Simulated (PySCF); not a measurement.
# Reading the logs of faulty runs: CH5OSi

All numbers below are calculated, not measured. They come from PySCF 2.14.0, an open-source quantum chemistry program, on an isolated molecule that a program drew, which may never have been made. The molecule is CH5OSi (charge 0, doublet), drawn as the SMILES string `C[SiH]O`.

Each row is a Hartree-Fock (HF) and frozen-core CCSD(T) single point in the cc-pV(D+d)Z basis, meant for a local HF minimum. Run 1 is clean. Each other run has one planted mistake out of seven kinds, and not every kind appears here: one electron removed, one electron added, multiplicity raised by two, geometry at a saddle point, minimal basis STO-3G, one bond length entered in bohr, all coordinates scaled. The reference is restricted for singlets and unrestricted otherwise, and also for a bond in bohr. Adding or removing an electron swaps singlet and doublet. Electrons count all cores. HOMO and LUMO are orbital energies over both spins, the gradient is its largest component, and the lowest frequency (negative if imaginary) is given only where the gradient is small. Bond lengths are over the 7 bonds as drawn. T1 is the CCSD diagnostic: over 0.02 (restricted) or 0.045 (unrestricted) a single reference is doubtful.

Geometry of the clean run:
```xyz
8
CH5OSi, angstrom
C     0.6342    0.3906    1.9289
Si   -0.5646   -0.8626    1.2226
O    -2.0308   -0.5882    1.9494
H     1.6140    0.2961    1.4534
H     0.7578    0.2517    3.0053
H     0.2619    1.4048    1.7550
H    -0.6775   -0.7106   -0.2565
H    -2.7636   -1.1336    1.7065
```

| run | electrons | basis functions | <S^2> | HOMO (eV) | LUMO (eV) | gradient (hartree/bohr) | lowest frequency (cm^-1) | mean bond (Å) | longest bond (Å) | T1 | HF (hartree) | CCSD(T) (hartree) | mistake |
|---|---|---|---|---|---|---|---|---|---|---|---|---|---|
| 1 | 33 | 76 | 0.753 | -8.46 | 2.25 | 2.4e-05 | 153 | 1.3211 | 1.873 | 0.0130 | -404.59149 | -405.05580 | no fault |
| 2 | 34 | 76 | 0.000 | 0.46 | 9.87 | 1.0e-01 | - | 1.3211 | 1.873 | 0.0108 | -404.53947 | -405.03161 | one electron added |
| 3 | 32 | 76 | 0.000 | -18.56 | -6.61 | 9.8e-02 | - | 1.3211 | 1.873 | 0.0193 | -404.31387 | -404.78126 | one electron removed |
| 4 | 33 | 24 | 0.752 | -5.70 | 6.53 | 4.6e-02 | - | 1.3211 | 1.873 | 0.0138 | -399.72488 | -399.88108 | minimal basis STO-3G |
| 5 | 33 | 76 | 0.755 | -8.96 | 1.54 | 6.5e-02 | - | 1.4493 | 2.054 | 0.0162 | -404.53771 | -405.01843 | ? |

**Which mistake was planted in run 5, and what did it cost?**

The mean and the longest bond both change by the same factor, 1.097, and the gradient is no longer small. So the mistake is: all coordinates scaled. Subtracting run 1 and multiplying by 627.51 kcal/mol a hartree, the energy moved by 33.7 kcal/mol in HF and 23.5 kcal/mol in CCSD(T).

Cautions from the logs. Run 2: the HOMO is above zero, so the electron isn't bound and the energy depends on the basis.
